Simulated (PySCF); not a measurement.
**Correlation energy of Br⁺ (bromine, charge +1)**

[Ar] 3d10 4s2 4p3 5s1, high-spin 5S determinant (an excited configuration). All numbers are calculated (PySCF 2.14, scalar relativity through the core potential, in aug-cc-pwCVTZ-PP with ECP10MDF). Frozen: 3s2 3p6 3d10; 6 electrons correlated.

| level | correlation energy (mhartree) |
| --- | --- |
| CCSD | -111.64 |
| (T) | -3.75 |
| CCSD(T) | -115.39 |

Diagnostics: T1 = 0.010, D1 = 0.0356, largest double amplitude 0.039.

The outer electron is Rydberg-like, and this basis confines it to a smaller radius and binds it less than a complete one would.

Cost of the coupled-cluster step: roughly 23 core-seconds, for 6 correlated electrons.
